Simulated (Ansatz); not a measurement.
**Abstraction of F: InH2F + GaH(CH3) → InH2 + GaH(CH3)F**

Gas-phase species: InH2F `[F][InH2]`, singlet; GaH(CH3), doublet; InH2 `[InH2]`, doublet; GaH(CH3)F, singlet. A radical takes F: the energy is the difference in strength between the In–F bond broken and the Ga–F bond made.

Shapes, held fixed at every level: PBE0-D4/def2-TZVP. Programs: Ansatz 0.2.0. Electronic energies: no zero-point or thermal term.

| level | kind | ΔE (kJ/mol) | less CCSD/def2-SVP | CPU time (sum over the molecules) |
| --- | --- | --- | --- | --- |
| MP2/def2-TZVPP | perturbation theory | -75.5 | +9.9 | – |
| PBE-D4/def2-TZVPP | GGA | -65.1 | +20.3 | 22 s |
| B3LYP-D4/def2-TZVPP | global hybrid | -69.8 | +15.6 | 18 s |
| PBE0-D4/def2-TZVPP | global hybrid | -69.4 | +16.0 | 14 s |
| r2SCAN0-D4/def2-TZVPP | global hybrid | -72.7 | +12.7 | 24 s |
| B2PLYP/def2-TZVPP | double hybrid | -71.3 | +14.1 | 21 s |
| CCSD/def2-SVP | coupled cluster or CI | -85.4 | 0.0 | – |

The highest level, CCSD/def2-SVP, gives ΔE = -85.4 kJ/mol; the levels span -85.4 to -65.1. The column of differences is taken from that level and isn't an error. No measured value is set beside it here. Open shells run unrestricted. For atoms past krypton def2 sets carry core potentials with scalar relativity. Relativity is left out for Ga. Outer-core shells of Ga, In are correlated, in sets that cover them unevenly. CCSD/def2-SVP lies outside the range of the other correlated levels here, so it shouldn't be taken on trust. Times are processor times on shared x86 and Arm servers, and rough.
